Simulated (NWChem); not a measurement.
System: CH₆BClOSi; SMILES COB([SiH3])Cl

Input file for NWChem:

```
start job
memory heap 200 mb stack 900 mb global 1100 mb
geometry units angstroms noautoz
  B     -0.152345     0.222386    -0.001784
  Cl    -0.148024     2.001491     0.000095
  O     -1.371798    -0.357335    -0.001065
  C     -1.594270    -1.760003     0.000797
  H     -0.647170    -2.341248     0.008260
  H     -2.187750    -2.028576     0.897775
  H     -2.176473    -2.033419    -0.902138
  Si     1.631604    -0.774530    -0.001225
  H      2.791372     0.180021    -0.027254
  H      1.744687    -1.692706    -1.194940
  H      1.762665    -1.648800     1.223272
end
basis spherical
  B library 6-311g**
  Cl library 6-311g**
  O library 6-311g**
  C library 6-311g**
  H library 6-311g**
  Si library 6-311g**
end
dft
  xc xpbe96 cpbe96
  iterations 150
  mulliken
end
task dft energy
```

All runs use the structure optimised with PBE-D3(BJ)/def2-SVP.

**Question.** Predict the main results of this run. (PBE/6-311G** (spherical d).) Quantities: basis functions; energy (Ha); highest occupied level (eV); orbital gap (eV); dipole (D).

**Answer.** 
```yaml
number_of_basis_functions: 142
energy (Ha): -891.08
highest occupied level (eV): -6.89
orbital gap (eV): 4.90
dipole (D): 2.78
```
